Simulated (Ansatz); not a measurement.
Frontier orbitals of GeH4Se3, SMILES `[SeH][GeH]([SeH])[SeH]`.

```xyz
8

Se    0.126    1.182    1.985
Ge    0.051   -0.094    0.013
Se    1.022    1.181   -1.706
Se   -2.208   -0.437   -0.535
H     1.575    0.979    2.140
H     0.787   -1.433    0.192
H     1.037    0.039   -2.634
H    -2.391   -1.417    0.547
```

Charge 0, multiplicity 1. Correlated methods include outer-core shells of Ge, Se, which these sets cover unevenly. Scalar relativity is left out up to krypton. The structure was optimised at the PBE0-D4/def2-TZVP level. It is one conformer, not always the lowest. Basis def2-TZVPP, the Gaussian-basis code of Ansatz.

```
 functional  HOMO (eV)  LUMO (eV)  gap (eV)
LDA (SPW92)      -6.11      -2.36      3.75
        PBE      -5.98      -2.11      3.87
       BLYP      -5.81      -2.06      3.75
     B97M-V      -6.35      -1.82      4.53
       PBE0      -7.13      -1.25      5.88
      B3LYP      -6.89      -1.54      5.35
    r2SCANh      -6.69      -1.61      5.08
      BHLYP      -8.12      -0.36      7.76
    ωB97M-V      -9.26       0.58      9.84
```

From PBE to PBE0 the HOMO moves by −1.14 eV and the LUMO by +0.86 eV, and with ωB97M-V by −3.28 and +2.69 eV, so the gap grows from 3.87 to 9.85 eV with exact exchange. A positive LUMO is unbound and depends on the basis.

B3LYP here is the variant with VWN-RPA as its local correlation; programs differ in this.
